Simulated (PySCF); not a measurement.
Bond curve of LiCa⁺

Set-up: Li 6-31G(d,p), Ca 6-31G(d,p); no relativity (PySCF 2.14). Energies in eV from Li⁺ + Ca in their ground configurations at the same level. All curves are PBE0. state 1: ¹Σ⁺ (singlet), closed shell; state 2: ³Σ⁺ (triplet), unpaired electrons σ ↑↑, a second solution, started from another occupation; state 3: ³Π (triplet), unpaired electrons σ ↑, π ↑, a second solution, started from another occupation.

```tsv
R (Å)	state 1	state 2	state 3
2.803	-1.121	0.2426	0.2618
2.933	-1.229	0.0686	0.2158
3.063	-1.291	-0.0617	0.2004
3.161	-1.313	-0.1358	0.2044
3.259	-1.320	-0.1931	0.2188
3.357	-1.313	-0.2362	0.2415
3.487	-1.289	-0.2753	0.2816
3.650	-1.241	-0.3009	0.3428
3.846	-1.166	-0.3063	0.4257
4.106	-1.053	-0.2848	0.5427
```

Task: Put a parabola through the three lowest points of the state 1 curve and estimate Re, k and ωe (reduced mass 5.968 u; 1 eV/Å² = 0.16022 mdyn/Å; ωe = 1302.8·√(k/μ) cm⁻¹).

Result: Through R = 3.161, 3.259, 3.357 Å the second-order coefficient is 0.729 eV/Å², so Re ≈ 3.259 Å, k ≈ 0.234 mdyn/Å and ωe ≈ 258 cm⁻¹. A polynomial fit of higher order to the unrounded PBE0 energies gives Re = 3.254 Å, k = 0.217 mdyn/Å, ωe = 249 cm⁻¹; anharmonicity and rounding make the difference.

The higher-order fit for each curve: state 1: Re = 3.254 Å, ωe = 249 cm⁻¹, De = 1.32 eV; state 2: Re = 3.792 Å, ωe = 159 cm⁻¹, minimum 0.307 eV below the ground-state fragments; state 3: Re = 3.079 Å, ωe = 244 cm⁻¹, minimum 0.200 eV above the ground-state fragments.

Closed-shell solutions of metal pairs were not tested for spin polarisation, which can lower them a little. For an ion De counts to the pair picked by the measured ionisation energies or electron affinities, which need not be the lowest pair at this level.
